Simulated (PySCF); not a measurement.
Species: C5H6FPS.
Cartesian coordinates in Å at the GFN2-xTB level; atoms count from 1:
```xyz
14
C5H6FPS angstrom
C      2.0794   -0.1248    0.1261
C      0.6075   -0.1297   -0.0757
C     -0.0927   -0.5546   -1.1405
C     -1.5345   -0.4047   -1.0653
C     -1.9532    0.1632    0.0722
F     -3.2219    0.4122    0.3981
P     -0.5352    0.6099    1.1425
S     -0.2599    2.4425    1.6731
H      2.3699   -0.8849    0.8526
H      2.6027   -0.3177   -0.8074
H      2.3896    0.8432    0.5212
H      0.3623   -0.9839   -2.0192
H     -2.1854   -0.7215   -1.8629
H     -0.6292   -0.3496    2.1630
```

Computed, not measured: TDDFT CAM-B3LYP/def2-SVPD, vertical, gas phase, core orbitals frozen in the response in PySCF.

Ground-to-excited transition dipoles (e·a0, same axes as the geometry; the sign carries no meaning), for the states with f of 0.002 or more among the lowest 7:

```csv
state,E (eV),μx,μy,μz
S1,3.781,-0.296,0.024,-0.033
S2,4.068,-0.019,0.232,0.303
S3,4.318,0.687,-0.063,0.015
S4,5.870,0.125,-0.044,-0.005
S5,5.909,-0.134,-0.059,-0.005
S6,6.023,0.007,-0.141,0.135
S7,6.284,0.066,0.534,0.007
```

(1) What oscillator strength does each state have?

(2) What angle do the transition dipoles of S3 and S7 make?

(3) How is the summed strength of these states shared among x, y and z?

(4) What peak molar absorption coefficient would the strongest computed level give as a lone Gaussian band 0.5 eV wide at half height?

## Answers

(1) f = (2/3) ΔE |μ|² with ΔE in hartree (27.2114 eV).

```json
{"state": "S1", "|μ|² (au)": "0.089", "|μ| (D)": "0.76", "f": "0.008"}
{"state": "S2", "|μ|² (au)": "0.146", "|μ| (D)": "0.97", "f": "0.015"}
{"state": "S3", "|μ|² (au)": "0.477", "|μ| (D)": "1.76", "f": "0.050"}
{"state": "S4", "|μ|² (au)": "0.018", "|μ| (D)": "0.34", "f": "0.003"}
{"state": "S5", "|μ|² (au)": "0.021", "|μ| (D)": "0.37", "f": "0.003"}
{"state": "S6", "|μ|² (au)": "0.038", "|μ| (D)": "0.50", "f": "0.006"}
{"state": "S7", "|μ|² (au)": "0.290", "|μ| (D)": "1.37", "f": "0.045"}
```

(2) |cos θ| = |μa·μb| / (|μa| |μb|) = 0.03, so θ ≈ 88° (taken between 0 and 90°, since the signs are arbitrary).

(3) (2/3) Σ ΔE μα² gives 0.064 for x, 0.053 for y and 0.012 for z, 0.129 in all.

(4) ε(max) = 2.175×10⁸ f / FWHM, with the width in cm⁻¹. S3: 2.175×10⁸ × 0.0504 / 4033 ≈ 2700 L mol⁻¹ cm⁻¹.
